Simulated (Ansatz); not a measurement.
```yaml
atoms:
  - { symbol: H, position_ang: [0.2553, -1.4605, 0.9916] }
  - { symbol: H, position_ang: [0.9579, -1.6431, 1.1132] }
  - { symbol: H, position_ang: [-1.9168, -0.8962, 0.6157] }
  - { symbol: H, position_ang: [-1.2142, -1.0787, 0.7372] }
  - { symbol: H, position_ang: [0.7301, -1.0952, -1.2037] }
  - { symbol: H, position_ang: [1.4327, -1.2778, -1.0821] }
  - { symbol: H, position_ang: [-1.4420, -0.5309, -1.5796] }
  - { symbol: H, position_ang: [-0.7394, -0.7134, -1.4580] }
  - { symbol: H, position_ang: [0.7394, 0.7134, 1.4580] }
  - { symbol: H, position_ang: [1.4420, 0.5309, 1.5796] }
  - { symbol: H, position_ang: [-1.4327, 1.2778, 1.0821] }
  - { symbol: H, position_ang: [-0.7301, 1.0952, 1.2037] }
  - { symbol: H, position_ang: [1.2142, 1.0787, -0.7372] }
  - { symbol: H, position_ang: [1.9168, 0.8962, -0.6157] }
  - { symbol: H, position_ang: [-0.9579, 1.6431, -1.1132] }
  - { symbol: H, position_ang: [-0.2553, 1.4605, -0.9916] }
```

Basis set: def2-SVP (spherical functions). All electrons are correlated. Charge 0, multiplicity 1.

Computed with Ansatz (development build ahead of 0.2.0); each method stands on the lowest determinant of its kind that the runs found. Restricted open shells among the atoms or ions are ROHF, correlated in semicanonical orbitals with singles.

Give the atomization energy at this shape (free ground-state atoms in the same class of orbitals less the molecule, no zero-point energy) of singlet H16 by RHF-MP2, RHF.

```json
{"method": "RHF-MP2", "atomization energy": "747.46 kcal/mol"}
{"method": "RHF", "atomization energy": "605.94 kcal/mol"}
```

Caution: the shape is not the minimum.
